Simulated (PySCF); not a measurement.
Computed properties of TaF₄, SMILES [Ta+]([F])([F])([F])[F], charge +1, multiplicity 1

TaF4, SMILES [F][Ta+]([F])([F])[F], charge +1, multiplicity 1. Coordinates come from a PBE0-D3(BJ)/def2-SVP optimisation. The spin state was assumed, not searched. The isomer is the one that the SMILES or the coordinates give; other isomers of the formula were not compared. The def2 effective core potentials stand for the cores of Ta; spin–orbit coupling is left out. The values are those of a single conformer. All values are computed for the isolated molecule unless a solvent is named; none is compared with measurement here.

**Structure.** The optimised structure has Td symmetry. All 9 harmonic modes at PBE0-D3(BJ)/def2-SVP (PySCF) are real, so it is a minimum. With heavy atoms numbered as in [Ta+:1]([F:2])([F:3])([F:4])[F:5], the shortest bond between them is Ta1–F2 at 1.810 Å and the longest Ta1–F4 at 1.810 Å.

**Vibrations.** The strongest infrared lines (harmonic, unscaled, degenerate partners summed) lie at 803 cm⁻¹ (370 km/mol, F 86 %, Ta 14 %), 171 cm⁻¹ (48 km/mol, F 84 %, Ta 16 %). The softest mode is at 171 cm⁻¹ and the zero-point energy is 5.9 kcal/mol.

**Electronic structure.** PBE0/def2-TZVP (PySCF) places the frontier levels at -19.61 and -9.22 eV, a gap of 10.39 eV and a mean polarisability of 29.5 bohr³.

**Excitations.** TDDFT-PBE0/def2-SVPD (PySCF) has S1 at 8.28 eV (150 nm, f = 0.000, dark); the most intense of the 10 singlets computed lies at 9.07 eV (f = 0.03). Strengths of degenerate partners are summed. T1 (TDA) is at 7.86 eV. No vertical singlet excitation falls in the visible range (under 3.1 eV).
